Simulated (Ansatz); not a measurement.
Basis-set extrapolation for `Cc1ccnc(C)c1` (PBE0-D4/def2-TZVP geometry, frozen core, the Gaussian-basis code of Ansatz). Multiplicity 1, RHF reference.

```
                      def2-TZVPP   def2-QZVPP
                 HF  -324.892522  -324.906495
    MP2 correlation    -1.330354    -1.415259
CCSD(T) correlation    -1.436234      not run
```

Energies in hartree. Use E(X) = E(∞) + A·exp(−7.88·√X) for Hartree–Fock and E(X) = E(∞) + B·X^(−2.97) for correlation, with X = 3 and 4, and add CCSD(T) minus MP2 of the smaller set to the MP2 limit.

Question: What is the CCSD(T) energy at the basis-set limit?

Answer: HF limit: -324.906495 + (-0.013973) × 0.13774 = -324.90842. MP2 limit: -1.415259 + (-0.084905) × 0.74074 = -1.47815. Higher-order term: -1.436234 − (-1.330354) = -0.10588. Total: -326.49245 hartree, 102.7 kcal/mol below CCSD(T)/def2-TZVPP.
